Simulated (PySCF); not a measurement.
**Stretching BeH**

Set-up: Be def2-TZVPP, H def2-TZVPP; no relativity (PySCF 2.14). Energies in eV from Be + H in their ground configurations at the same level. State: ²Σ⁺ (doublet), unpaired electrons σ ↑.

All columns are PBE. A positive dipole means Be(−)H(+).

| R (Å) | E (eV) | μ (D) | Mulliken charge on Be (basis-dependent) | HOMO (eV) | LUMO (eV) | Mayer bond order | ⟨S²⟩ |
| --- | --- | --- | --- | --- | --- | --- | --- |
| 1.165 | -2.030 | 0.07 | 0.01 | -4.57 | -2.14 | 0.99 | 0.75 |
| 1.220 | -2.205 | 0.00 | 0.02 | -4.60 | -2.20 | 0.98 | 0.75 |
| 1.274 | -2.311 | -0.08 | 0.03 | -4.63 | -2.27 | 0.98 | 0.75 |
| 1.314 | -2.353 | -0.15 | 0.04 | -4.66 | -2.32 | 0.98 | 0.75 |
| 1.355 | -2.369 | -0.21 | 0.05 | -4.69 | -2.38 | 0.97 | 0.75 |
| 1.396 | -2.363 | -0.28 | 0.06 | -4.72 | -2.44 | 0.97 | 0.75 |
| 1.450 | -2.326 | -0.38 | 0.07 | -4.76 | -2.52 | 0.97 | 0.75 |
| 1.518 | -2.243 | -0.50 | 0.09 | -4.82 | -2.62 | 0.96 | 0.75 |
| 1.599 | -2.107 | -0.65 | 0.10 | -4.88 | -2.74 | 0.95 | 0.75 |
| 1.707 | -1.883 | -0.85 | 0.11 | -4.97 | -2.92 | 0.94 | 0.75 |

A fit through these points gives, at Re = 1.362 Å, μ = -0.23 D and dμ/dR = -1.69 D/Å; the reduced mass is 0.9065 u.

How strong is the fundamental in the double-harmonic approximation, I = 42.26·(dμ/dR)²/μred km/mol?

I = 42.26·(-1.69)²/0.9065 = 133 km/mol at PBE.

The state is the lowest determinant that a PBE0 search found; another state may lie lower at other levels.
